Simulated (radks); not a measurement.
Nb+, configuration [Ar] 3d10 4s2 4p5.5 4d4 5s0.5 (fractional occupations, a model configuration). All-electron calculation, Dirac Kohn-Sham, exchange-only B88, spin-unpolarised, spherical densities, point nucleus; open shells fill j = l - 1/2 first. Program: a radial shooting solver on a logarithmic mesh with Libxc functionals.

Spin-orbit splittings of the eigenvalues, e(l+1/2) - e(l-1/2), with zeta = 2 splitting/(2l+1) and mean radii in bohr:

shell,occ.,splitting (eV),zeta (eV),<r> j=l-1/2,<r> j=l+1/2
2p,6,95.85,63.90,0.1346,0.1391
3p,6,15.53,10.35,0.4387,0.4492
3d,10,2.891,1.156,0.4310,0.4345
4p,5.5,2.142,1.428,1.273,1.304
4d,4,0.1805,0.07220,1.981,2.003
5p,0,0.1620,0.1080,4.243,4.338
